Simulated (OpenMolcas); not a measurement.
**Ca II: effect of the active space**

- Program: OpenMolcas 26.06
- Method: CASSCF
- Basis: ANO-RCC-VDZP
- Scalar Hamiltonian: DKH2, point nucleus
- Spin-orbit coupling: RASSI with atomic mean-field integrals over the reference wave functions, term energies averaged over their components

A. 1 electron in 4 orbitals (4s 4p); 2S+1 = 2 even, 1 root; 2S+1 = 2 odd, 3 roots; cost about 5 core-seconds
B. 1 electron in 8 orbitals (4s 4p 5s 5p); 2S+1 = 2 even, 1 root; 2S+1 = 2 odd, 3 roots; cost of the order of 9 core-seconds

Energies in cm-1 above 4s 2S 1/2, the measured ground level; measured values from NIST Handbook of Basic Atomic Spectroscopic Data.

```tsv
Level	A	B	Measured
4s 2S 1/2	0.0	0.0	0.0
4p 2P* 1/2	23801	23801	25192
4p 2P* 3/2	23951	23951	25414
```

Deviations, from unrounded energies. A percentage is the sum of absolute deviations over the sum of measured energies, with the sign that they share, or ± where signs differ.

```tsv
Against measurement	Levels	A	B
mean absolute deviation (cm-1)	2	1400	1400
other configurations (%)	2	-5.6	-5.6
```

A, B lie about equally close to measurement. The largest miss of B in the table is 4p 2P* 3/2, by -1500 cm-1. The ranking rests on the paired levels alone, and a cruder setting can come out closer through cancelling errors.

Between A and B no level of the table moves by more than 5 cm-1.

ANO sets are built for ground and valence states and can reach diffuse excited orbitals poorly. With one active electron the reference holds no correlation, so core polarisation is missing. With one active electron outside closed inactive shells, the extra shells (5p 5s) add no correlation to the reference (holds for B). Measured partners are found by configuration, term and J. A level has none where our copy of the source lacks it or the pairing is in doubt (some pairs that miss far off the trend of their configuration count as doubtful), and it then counts in no deviation. Only configurations of the active space appear.

* marks odd parity.
